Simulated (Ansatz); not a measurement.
Consider the isomerisation: `CCC(C(C)C)C(C)C` → `CCCCCC(C)(C)C`.

Program: Ansatz. Geometries: PBE0-D4/def2-TZVP. ΔE: electronic, gas phase. CBS: MP2 limit from def2 TZ/QZ plus the TZ coupled-cluster correction, frozen cores. Functionals use def2-TZVPP. One conformer a species, not always the lowest.

Q: Is it downhill or uphill in electronic energy at CCSD(T)/CBS, and by how much? (Best estimate.)

A: Ansatz gave: Downhill: ΔE = -2.9 kcal/mol.

Q: What do these levels give: BLYP-D4, BHLYP-D4, B2PLYP, BLYP, BHLYP, SCS-MP2/def2-TZVPP? (Best estimate.)

A: Ansatz gave: BLYP-D4 -3.0, BHLYP-D4 -3.5, B2PLYP -4.0, BLYP -5.0, BHLYP -4.8, SCS-MP2/def2-TZVPP -3.3 kcal/mol.

Largest T1 diagnostic among the species: 0.009.

The D4 term adds +1.6 kcal/mol with B3LYP and +1.0 kcal/mol with PBE0; it sums over pairs of atoms, weighted by their polarisabilities, and B3LYP, whose exchange is more repulsive, gets the larger term. In def2-TZVPP, CCSD(T) changes the Hartree–Fock value by +3.2 kcal/mol (the triples alone add +0.5 kcal/mol) and MP2 by +3.4 kcal/mol.

B3LYP here is the variant with VWN-RPA as its local correlation; programs differ in this.
